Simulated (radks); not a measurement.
The nuclear charge of neutral oxygen is varied continuously with 8 electrons held in [He] 2s2 2p4. All-electron calculation, Dirac Kohn-Sham, PBE, spin-unpolarised, spherical densities, point nucleus; open shells fill j = l - 1/2 first. Program: a radial shooting solver on a logarithmic mesh with Libxc functionals. By the Hellmann-Feynman theorem dE/dZ = E(electron-nucleus)/Z, the electronic potential at the nucleus.

| Z | E (hartree) | E(electron-nucleus)/Z (hartree) | HOMO | e(HOMO) (eV) | <r> HOMO (bohr) |
|---|---|---|---|---|---|
| 7.75 | -69.54904 | -21.3701 | 2p3/2 | -5.396 | 1.373 |
| 8 | -75.00273 | -22.2590 | 2p3/2 | -9.013 | 1.267 |
| 8.25 | -80.67839 | -23.1459 | 2p3/2 | -13.126 | 1.179 |
| 8.5 | -86.57560 | -24.0315 | 2p3/2 | -17.715 | 1.105 |
| 8.75 | -92.69408 | -24.9162 | 2p3/2 | -22.767 | 1.040 |
| 9 | -99.03364 | -25.8003 | 2p3/2 | -28.275 | 0.9839 |

The central difference of E at Z = 8 is -22.259 hartree, to compare with the third column; the second derivative is -3.55 hartree.
